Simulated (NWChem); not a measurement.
## Atomisation of C₄H₇Cl

SMILES: C1CCC1Cl
```xyz
12

Cl    -0.4485    -1.7153     0.0000
C     -0.4643     0.0682     0.0000
C      0.3394     0.8035     1.0764
C      0.6858     1.8532     0.0000
C      0.3394     0.8035    -1.0764
H     -1.5216     0.3690     0.0000
H     -0.1911     1.1199     1.9864
H      1.2229     0.2134     1.3619
H     -0.0255     2.6929     0.0000
H      1.7065     2.2619     0.0000
H     -0.1911     1.1199    -1.9864
H      1.2229     0.2134    -1.3619
```
Charge 0, spin multiplicity 1.

Program: NWChem. Structure: optimised with PBE0/def2-SVP, a minimum by its harmonic frequencies. It is one conformer; others weren't searched.

Basis set: def2-SVP. The atomisation energy is electronic alone: no zero-point, thermal, spin-orbit or counterpoise terms. No value is extrapolated to the basis-set limit. Free atoms are single determinants with multiplicities Cl 2, C 3, H 2. Correlated methods freeze the same cores in atoms and molecule, 9 orbitals in all.

B3LYP has NWChem's definition, with VWN1-RPA local correlation. The structure started from a generated list of species. No SCF solution was tested for a lower state. Open-shell Hartree-Fock references start from PBE0 orbitals.

Q: Order these methods by the atomisation energy they give, lowest first: PBE0, PBE, TPSS, B3LYP.

A: B3LYP (1128.5 kcal/mol), TPSS (1144.5 kcal/mol), PBE0 (1151.5 kcal/mol), PBE (1164.9 kcal/mol)
